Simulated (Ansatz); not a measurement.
Calculated with Ansatz (gas phase, PBE0-D4/def2-TZVP geometries, no zero-point term in ΔE). CCSD(T)/CBS is the MP2 limit (def2-TZVPP, def2-QZVPP) plus CCSD(T) − MP2 in def2-TZVPP, frozen cores. DFT in def2-TZVPP. def2 core potentials past Kr. For Te outer-core shells are correlated without core-valence functions, which leaves a few kJ/mol of doubt a bond. Each species was taken in one conformer, which may not be the lowest.

`C#C[SiH2][Te]C` + `CC=N` → `C[Te]C(C)=N` + `C#C[SiH3]`  (formal exchange of groups at a Te–Si bond)

```tsv
level	ΔE (kcal/mol)
PBE0	18.9
CCSD(T)/def2-TZVPP	17.1
```

Q: What does CCSD(T)/CBS give? (Estimate.)

A: Computed: +17.6 kcal/mol. The listed levels differ from it by 1.3, -0.5 kcal/mol.

Largest T1 diagnostic among the species: 0.013.

From PBE to PBE0 (25 % exact exchange), in def2-TZVPP and without D4, ΔE moves by +2.2 kcal/mol. In def2-TZVPP, CCSD(T) changes the Hartree–Fock value by −4.1 kcal/mol (the triples alone add −1.0 kcal/mol) and MP2 by −4.0 kcal/mol.
